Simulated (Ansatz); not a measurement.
System: sum formula TaO2F, net charge 0, singlet state. SMILES: [O]=[Ta](=[O])[F]
Geometry: optimised at B3LYP-D3(BJ)/def2-TZVP (Ansatz, a quantum-chemistry and plane-wave program).

Quantity: atomisation energy (electronic, to ground-state atoms), in kcal/mol. Cores are frozen in the correlated levels unless marked. Open shells are spin-unrestricted. Spin-orbit coupling is left out. Frozen are the shells of the preceding noble gas and the d and f shells that filled before the atom's block. In def2 rows, elements after Kr have scalar-relativistic effective core potentials. The coupled-cluster limit lacks core correlation, which all-electron functionals hold. CBS marks a two-point X^-3 extrapolation of the correlation energy; Hartree-Fock from the larger set. The bracket is a focal-point correction in the basis named.

The T1 diagnostic of CCSD in the largest basis is 0.027, which is high, so the coupled-cluster rows are less sure than usual.

| level | program | atomisation energy (kcal/mol) |
|---|---|---|
| SVWN5/def2-TZVPD | Ansatz | ? |
| r2SCAN/def2-TZVPD | Ansatz | 491.6 |
| B3LYP-D3(BJ)/def2-TZVPD | Ansatz + dftd3 | ? |
| PBE0-D3(BJ)/def2-TZVPD | Ansatz + dftd3 | 473.8 |
| r2SCANh/def2-TZVPD | Ansatz | 476.1 |
| PBE-QIDH/def2-TZVPD | Ansatz | 474.8 |
| RI-MP2/CBS(def2-TZVPPD,def2-QZVPPD)+[CCSD(T)-MP2]/def2-TZVPPD | Ansatz | 485.3 |

Task: What belongs in the gaps?

Result: 
- SVWN5/def2-TZVPD, atomisation energy (kcal/mol): 583.7
- B3LYP-D3(BJ)/def2-TZVPD, atomisation energy (kcal/mol): 475.4
